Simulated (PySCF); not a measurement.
CH$_{4}$Cd, singlet, at a GFN2-xTB geometry (such geometries of metal compounds can be far from the true shape) (core potentials on Cd); PBE0/def2-SVP, polarisability by finite fields run with PySCF.

The PySCF input:
```python
from pyscf import gto, scf, dft

mol = gto.Mole()
mol.atom = '''
    Cd   -0.28482786   -0.16099831   -0.03723469
    H    -1.82169872   -0.89080909   -0.28260927
    C     1.60392269    0.88944489    0.21518894
    H     2.08748122    0.66958913    1.16691056
    H     1.45972241    1.97081713    0.17840533
    H     2.32269637    0.64165234   -0.56657518
'''
mol.basis = 'def2-svp'
mol.ecp = {'Cd': 'def2-svp'}
mol.verbose = 4
mol.build()

mf = dft.RKS(mol)
mf.xc = 'pbe0'
mf.conv_tol = 1e-11
mf.kernel()
h0, z, done = mf.get_hcore(), mol.intor('int1e_r')[2], []
def energy(F):
    f = mf.copy()
    f.scf_summary = {}
    f.get_hcore = lambda *a: h0 + F * z
    e = f.kernel(mf.make_rdm1())
    done.append(f.converged)
    return e
F = 0.005
alpha = -(energy(F) + energy(-F) - 2 * mf.e_tot) / F**2
print('alpha_zz =', alpha)
```

Task: Predict the main parts of the log of this PySCF run.

Result: 
```
PySCF version 2.14.0

[INPUT] verbose = 4
[INPUT] num. atoms = 6
[INPUT] num. electrons = 30
[INPUT] charge = 0
[INPUT] spin (= nelec alpha-beta = 2S) = 0
[INPUT] symmetry False subgroup None
[INPUT] Mole.unit = angstrom
[INPUT] Symbol           X                Y                Z      unit          X                Y                Z       unit  Magmom
[...]
nuclear repulsion = 57.592117698004
number of shells = 29
number of NR pGTOs = 109
number of NR cGTOs = 65
basis = def2-svp
ecp = {'Cd': 'def2-svp'}

******** <class 'pyscf.dft.rks.RKS'> ********
method = RKS
initial guess = minao
damping factor = 0
level_shift factor = 0
DIIS = <class 'pyscf.scf.diis.CDIIS'>
diis_start_cycle = 1
diis_space = 8
diis_damp = 0
SCF conv_tol = 1e-11
SCF conv_tol_grad = None
SCF max_cycles = 50
direct_scf = True
direct_scf_tol = 1e-13
XC library pyscf.dft.libxc version 7.1.2
    S. Lehtola, C. Steigemann, M. J. T. Oliveira, and M. A. L. Marques,  SoftwareX 7, 1–5 (2018)
XC functionals = pbe0
    C. Adamo and V. Barone,  J. Chem. Phys. 110, 6158 (1999)
    M. Ernzerhof and G. E. Scuseria,  J. Chem. Phys. 110, 5029 (1999)
radial grids:
    Treutler-Ahlrichs [JCP 102, 346 (1995); DOI:10.1063/1.469408] (M4) radial grids

becke partition: Becke, JCP 88, 2547 (1988); DOI:10.1063/1.454033
pruning grids: <function nwchem_prune>
grids dens level: 3
symmetrized grids: False
atomic radii adjust function: <function treutler_atomic_radii_adjust>
small_rho_cutoff = 0
Set gradient conv threshold to 3.16228e-06
Initial guess from minao.
tot grids = 75744
init E= -193.865349140945
[...]
cycle= 1 E= -207.269229457919  delta_E= -13.4  |g|= 1.76  |ddm|= 4.22
[...]
cycle= 2 E= -205.093316404026  delta_E= 2.18  |g|= 4.11  |ddm|= 6.26
[...]
cycle= 3 E= -208.10826053078  delta_E= -3.01  |g|= 0.188  |ddm|=  4.1
[...]
cycle= 4 E= -208.113320647636  delta_E= -0.00506  |g|= 0.116  |ddm|= 0.239
[...]
cycle= 5 E= -208.116696109186  delta_E= -0.00338  |g|= 0.0225  |ddm|= 0.126
[...]
cycle= 6 E= -208.116843740077  delta_E= -0.000148  |g|= 0.00355  |ddm|= 0.0282
[...]
cycle= 7 E= -208.116847319888  delta_E= -3.58e-06  |g|= 0.000732  |ddm|= 0.00499
[...]
cycle= 8 E= -208.116847384821  delta_E= -6.49e-08  |g|= 0.000179  |ddm|= 0.000567
[...]
cycle= 9 E= -208.116847391869  delta_E= -7.05e-09  |g|= 2.31e-05  |ddm|= 0.000187
[...]
cycle= 10 E= -208.11684739197  delta_E= -1.01e-10  |g|= 1.05e-05  |ddm|= 3.18e-05
[...]
cycle= 11 E= -208.116847391985  delta_E= -1.56e-11  |g|= 7.41e-07  |ddm|= 7.9e-06
[...]
[...]
converged SCF energy = -208.116847391987
[...]
[...]
cycle= 4 E= -208.107645829812  delta_E= -4.39e-07  |g|= 0.000685  |ddm|= 0.00199
[...]
cycle= 5 E= -208.107645961725  delta_E= -1.32e-07  |g|= 7.43e-05  |ddm|= 0.000754
[...]
cycle= 6 E= -208.107645963447  delta_E= -1.72e-09  |g|= 1.73e-05  |ddm|= 9.63e-05
[...]
cycle= 7 E= -208.107645963501  delta_E= -5.41e-11  |g|= 6.19e-06  |ddm|= 2.12e-05
[...]
cycle= 8 E= -208.107645963509  delta_E= -7.84e-12  |g|= 3.21e-07  |ddm|= 6.8e-06
[...]
Extra cycle  E= -208.107645963509  delta_E= -9.09e-13  |g|= 2.67e-07  |ddm|= 6.55e-07
converged SCF energy = -208.107645963509

******** <class 'pyscf.dft.rks.RKS'> ********
method = RKS
initial guess = minao
damping factor = 0
level_shift factor = 0
DIIS = <class 'pyscf.scf.diis.CDIIS'>
diis_start_cycle = 1
diis_space = 8
diis_damp = 0
SCF conv_tol = 1e-11
SCF conv_tol_grad = None
SCF max_cycles = 50
direct_scf = True
direct_scf_tol = 1e-13
XC library pyscf.dft.libxc version 7.1.2
    S. Lehtola, C. Steigemann, M. J. T. Oliveira, and M. A. L. Marques,  SoftwareX 7, 1–5 (2018)
XC functionals = pbe0
    C. Adamo and V. Barone,  J. Chem. Phys. 110, 6158 (1999)
    M. Ernzerhof and G. E. Scuseria,  J. Chem. Phys. 110, 5029 (1999)
radial grids:
    Treutler-Ahlrichs [JCP 102, 346 (1995); DOI:10.1063/1.469408] (M4) radial grids

becke partition: Becke, JCP 88, 2547 (1988); DOI:10.1063/1.454033
pruning grids: <function nwchem_prune>
grids dens level: 3
symmetrized grids: False
atomic radii adjust function: <function treutler_atomic_radii_adjust>
small_rho_cutoff = 0
Set gradient conv threshold to 3.16228e-06
init E= -208.126474754275
[...]
cycle= 1 E= -208.126784118475  delta_E= -0.000309  |g|= 0.0254  |ddm|= 0.0859
[...]
cycle= 2 E= -208.126827926208  delta_E= -4.38e-05  |g|= 0.022  |ddm|= 0.0364
[...]
cycle= 3 E= -208.12690111629  delta_E= -7.32e-05  |g|= 0.00109  |ddm|= 0.0147
[...]
cycle= 4 E= -208.126901365923  delta_E= -2.5e-07  |g|= 0.000607  |ddm|= 0.00166
[...]
cycle= 5 E= -208.126901467047  delta_E= -1.01e-07  |g|= 8.22e-05  |ddm|= 0.000667
[...]
cycle= 6 E= -208.12690146919  delta_E= -2.14e-09  |g|= 1.23e-05  |ddm|= 9.89e-05
[...]
cycle= 7 E= -208.126901469219  delta_E= -2.89e-11  |g|= 8.65e-07  |ddm|= 1.35e-05
[...]
cycle= 8 E= -208.126901469219  delta_E= 2.27e-13  |g|= 4.53e-07  |ddm|= 1.31e-06
[...]
Extra cycle  E= -208.126901469219  delta_E= 2.27e-13  |g|= 4.58e-07  |ddm|= 9.21e-07
converged SCF energy = -208.126901469219
alpha_zz = 34.10595019659013
```
